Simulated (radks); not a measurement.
Question: These are the eigenvalues of the occupied orbitals of an atom or ion with whole-number occupations (hartree). Calculated with a radial shooting solver on a logarithmic mesh with Libxc functionals: scalar-relativistic Kohn-Sham, RPBE, spin-polarised, spherical densities, finite nucleus; Fermi nuclear charge, rms radius of each element as measured or else 0.836 A^(1/3) + 0.57 fm.

| orbital | eigenvalue |
|---|---|
| 1s up | -2714.166 |
| 1s down | -2714.166 |
| 2s up | -472.9694 |
| 2s down | -472.9611 |
| 2p up | -411.9573 |
| 2p down | -411.9506 |
| 3s up | -110.2866 |
| 3s down | -110.2838 |
| 3p up | -92.36356 |
| 3p down | -92.36034 |
| 3d up | -72.32179 |
| 3d down | -72.31596 |
| 4s up | -23.50123 |
| 4s down | -23.49340 |
| 4p up | -17.62072 |
| 4p down | -17.61350 |
| 4d up | -10.31344 |
| 4d down | -10.30499 |
| 5s up | -3.67538 |
| 5s down | -3.60920 |
| 4f up | -2.19764 |
| 5p up | -2.19261 |
| 4f down | -2.18278 |
| 5p down | -2.10471 |
| 5d up | -0.55841 |
| 6s up | -0.51122 |
| 5d down | -0.44404 |

Which element is it, and in what charge state? The configuration may be excited. Open shells, if any, are filled with parallel spins first.

Answer: Z = 76, osmium, charge +1: Os+ in [Xe] 4f14 5d6 6s1. The list shows which subshells hold electrons but not how many an open one holds; the 1s level, -2714.2 hartree, gives Z - s = 73.7 by -(Z - s)^2/2, which with screening and relativity narrows Z to a few neighbours, and the depths of the outer levels then fix element, charge and occupations together.
